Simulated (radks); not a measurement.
Values are calculated unless marked as measured or tabulated.
Trend from Zr to Cd: ionisation energy by Delta-SCF between NIST ground configurations, and size. Level of theory: non-relativistic Kohn-Sham, PBE, spin-polarised, spherical densities, point nucleus; open shells are filled with parallel spins first (spin-orbit coupling, left out, can overturn this in heavy ions) (a radial shooting solver on a logarithmic mesh with Libxc functionals).

| species | configuration | configuration of the ion | IE (eV) | NIST (eV) | kind | r at 0.001 e/bohr^3 (bohr) |
|---|---|---|---|---|---|---|
| Zr | [Kr] 4d2 5s2 | [Kr] 4d2 5s1 | 6.262 | 6.634 | exp. | 5.11 |
| Nb | [Kr] 4d4 5s1 | [Kr] 4d4 | 6.801 | 6.759 | exp. | 4.76 |
| Mo | [Kr] 4d5 5s1 | [Kr] 4d5 | 7.048 | 7.092 | exp. | 4.64 |
| Tc | [Kr] 4d5 5s2 | [Kr] 4d5 5s1 | 6.626 | 7.119 | exp. | 4.81 |
| Ru | [Kr] 4d7 5s1 | [Kr] 4d7 | 7.289 | 7.361 | exp. | 4.49 |
| Rh | [Kr] 4d8 5s1 | [Kr] 4d8 | 7.332 | 7.459 | exp. | 4.42 |
| Pd | [Kr] 4d10 | [Kr] 4d9 | 9.087 | 8.337 | exp. | 4.05 |
| Ag | [Kr] 4d10 5s1 | [Kr] 4d10 | 7.369 | 7.576 | exp. | 4.29 |
| Cd | [Kr] 4d10 5s2 | [Kr] 4d10 5s1 | 8.507 | 8.994 | exp. | 4.47 |

Reference values: NIST Atomic Spectra Database (exp. = measured, semi-emp. = semi-empirical, theory = theoretical value adopted there). Relativity is left out here, which matters for elements this heavy. Open shells are spherical and high-spin; term and fine-structure splittings are not resolved.
